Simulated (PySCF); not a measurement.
C3H10B2FN.
SMILES: `B[C@@H]([BH2-][NH3+])C(=C)F`

Torsions of this conformer, `[BH2:1][C@@H:2]([BH2-:3][NH3+:4])[C:5](=[CH2:6])[F:7]`: B1–C2–B3–N4 -166°, B1–C2–C5–C6 -20°.

The closed-shell ground state was solved at several levels (PySCF, density fitting, gas phase, non-relativistic). Isolated species at its GFN2-xTB geometry (one conformer only).

```
        level  basis functions  HOMO (eV)  LUMO (eV)  gap (eV)  dipole (D)
PBE0/pcSseg-1              169      -6.58      -0.73      5.85        4.72
  B3LYP/pcJ-1              289      -6.36      -0.94      5.42        4.68
```

(1) Estimate the row for CAM-B3LYP/def2-SVPD, a basis of 223 functions; the other rows only guide the guess.

(2) Over all these levels, which gives the widest orbital gap and which the narrowest?

(3) How far do the dipole and the HOMO energy spread over the levels?

## Answers

(1) HOMO -7.97 eV, LUMO 0.25 eV, gap 8.22 eV, dipole 4.48 D.

(2) CAM-B3LYP/def2-SVPD (range-separated hybrid) has the widest, 8.22 eV, and B3LYP/pcJ-1 (global hybrid, 20 % exact exchange) the narrowest, 5.42 eV. Functional and basis both differ between the two, so the spread mixes both effects.

(3) The dipole runs from 4.48 to 4.72 D (mean 4.63 D) and the HOMO from -7.97 to -6.36 eV.
